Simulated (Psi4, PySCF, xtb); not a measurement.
Intermolecular potential of H9N3Si3 ··· HCl (SMILES N1[SiH2]N[SiH2]N[SiH2]1 and Cl). Monomers: optimised at B3LYP-D3(BJ) (def2-SVP and def2-TZVP), held rigid. Orientation: a higher rigid-body minimum at GFN2-xTB. The monomers approach along the line of their centres of mass (distance R); nothing else relaxes.

Geometry at R = 4.45 Å (first 15 atoms: monomer A):
```
17

Si     1.7098    -0.4400    -0.4149
N      0.2444    -1.3940    -0.4272
Si    -1.1939    -1.2467     0.5560
N     -1.4612     0.4665     0.6928
Si    -0.5310     1.6117    -0.2497
N      1.1688     1.1976    -0.1886
H      2.3914    -0.7238    -1.7144
H      2.6799    -0.7717     0.6746
H      0.2151    -2.1310    -1.1276
H     -2.2575    -2.0138    -0.1611
H     -1.0885    -1.8201     1.9338
H     -1.9657     0.8202     1.5011
H     -0.7092     2.9675     0.3436
H     -1.0038     1.6119    -1.6615
H      1.8013     1.8657     0.2433
Cl     1.4583    -4.1165     0.9298
H      1.0019    -2.9978     0.5011
```

- RKS-B3LYP/6-31G* = restricted B3LYP/6-31G*, spherical d, no counterpoise correction (PySCF)
- RMP2/3-21G = restricted MP2 (frozen core)/3-21G, no counterpoise correction in PySCF
- GFN1-xTB (xtb)
- wB97X-D/def2-TZVP, counterpoise-corrected (Psi4)

Interaction energies in kJ/mol; the last columns give the difference from wB97X-D:

```json
[
 {"R / Å": "4.04", "RKS-B3LYP/6-31G*": "18.27", "RMP2/3-21G": "2.65", "GFN1-xTB": "3.70", "wB97X-D/def2-TZVP": "18.15", "RKS-B3LYP/6-31G* − wB97X-D/def2-TZVP": "0.12", "RMP2/3-21G − wB97X-D/def2-TZVP": "-15.50", "GFN1-xTB − wB97X-D/def2-TZVP": "-14.45"},
 {"R / Å": "4.29", "RKS-B3LYP/6-31G*": "-4.79", "RMP2/3-21G": "-16.47", "GFN1-xTB": "-9.79", "wB97X-D/def2-TZVP": "-4.27", "RKS-B3LYP/6-31G* − wB97X-D/def2-TZVP": "-0.52", "RMP2/3-21G − wB97X-D/def2-TZVP": "-12.20", "GFN1-xTB − wB97X-D/def2-TZVP": "-5.52"},
 {"R / Å": "4.45", "RKS-B3LYP/6-31G*": "-10.28", "RMP2/3-21G": "-19.80", "GFN1-xTB": "-13.33", "wB97X-D/def2-TZVP": "-10.17", "RKS-B3LYP/6-31G* − wB97X-D/def2-TZVP": "-0.11", "RMP2/3-21G − wB97X-D/def2-TZVP": "-9.62", "GFN1-xTB − wB97X-D/def2-TZVP": "-3.16"},
 {"R / Å": "4.67", "RKS-B3LYP/6-31G*": "-11.97", "RMP2/3-21G": "-19.30", "GFN1-xTB": "-14.47", "wB97X-D/def2-TZVP": "-12.69", "RKS-B3LYP/6-31G* − wB97X-D/def2-TZVP": "0.72", "RMP2/3-21G − wB97X-D/def2-TZVP": "-6.61", "GFN1-xTB − wB97X-D/def2-TZVP": "-1.78"},
 {"R / Å": "4.88", "RKS-B3LYP/6-31G*": "-10.71", "RMP2/3-21G": "-16.54", "GFN1-xTB": "-13.37", "wB97X-D/def2-TZVP": "-12.01", "RKS-B3LYP/6-31G* − wB97X-D/def2-TZVP": "1.30", "RMP2/3-21G − wB97X-D/def2-TZVP": "-4.53", "GFN1-xTB − wB97X-D/def2-TZVP": "-1.36"},
 {"R / Å": "5.12", "RKS-B3LYP/6-31G*": "-8.28", "RMP2/3-21G": "-12.69", "GFN1-xTB": "-11.08", "wB97X-D/def2-TZVP": "-9.83", "RKS-B3LYP/6-31G* − wB97X-D/def2-TZVP": "1.55", "RMP2/3-21G − wB97X-D/def2-TZVP": "-2.86", "GFN1-xTB − wB97X-D/def2-TZVP": "-1.25"},
 {"R / Å": "5.49", "RKS-B3LYP/6-31G*": "-4.80", "RMP2/3-21G": "-7.15", "GFN1-xTB": "-7.52", "wB97X-D/def2-TZVP": "-6.26", "RKS-B3LYP/6-31G* − wB97X-D/def2-TZVP": "1.46", "RMP2/3-21G − wB97X-D/def2-TZVP": "-0.90", "GFN1-xTB − wB97X-D/def2-TZVP": "-1.27"},
 {"R / Å": "5.95", "RKS-B3LYP/6-31G*": "-1.99", "RMP2/3-21G": "-2.61", "GFN1-xTB": "-4.52", "wB97X-D/def2-TZVP": "-3.30", "RKS-B3LYP/6-31G* − wB97X-D/def2-TZVP": "1.31", "RMP2/3-21G − wB97X-D/def2-TZVP": "0.68", "GFN1-xTB − wB97X-D/def2-TZVP": "-1.22"},
 {"R / Å": "6.62", "RKS-B3LYP/6-31G*": "-0.32", "RMP2/3-21G": "-0.28", "GFN1-xTB": "-2.31", "wB97X-D/def2-TZVP": "-1.33", "RKS-B3LYP/6-31G* − wB97X-D/def2-TZVP": "1.00", "RMP2/3-21G − wB97X-D/def2-TZVP": "1.05", "GFN1-xTB − wB97X-D/def2-TZVP": "-0.99"},
 {"R / Å": "7.66", "RKS-B3LYP/6-31G*": "0.02", "RMP2/3-21G": "0.14", "GFN1-xTB": "-0.93", "wB97X-D/def2-TZVP": "-0.35", "RKS-B3LYP/6-31G* − wB97X-D/def2-TZVP": "0.37", "RMP2/3-21G − wB97X-D/def2-TZVP": "0.49", "GFN1-xTB − wB97X-D/def2-TZVP": "-0.58"},
 {"R / Å": "8.95", "RKS-B3LYP/6-31G*": "0.02", "RMP2/3-21G": "0.10", "GFN1-xTB": "-0.35", "wB97X-D/def2-TZVP": "-0.10", "RKS-B3LYP/6-31G* − wB97X-D/def2-TZVP": "0.13", "RMP2/3-21G − wB97X-D/def2-TZVP": "0.20", "GFN1-xTB − wB97X-D/def2-TZVP": "-0.25"}
]
```

RKS-B3LYP/6-31G* is furthest from wB97X-D/def2-TZVP at 5.12 (1.55 kJ/mol, above); its mean absolute difference over the points is 0.78 kJ/mol.

RMP2/3-21G is furthest from wB97X-D/def2-TZVP at 4.04 (-15.50 kJ/mol, below); its mean absolute difference over the points is 4.97 kJ/mol.

GFN1-xTB is furthest from wB97X-D/def2-TZVP at 4.04 (-14.45 kJ/mol, below); its mean absolute difference over the points is 2.89 kJ/mol.
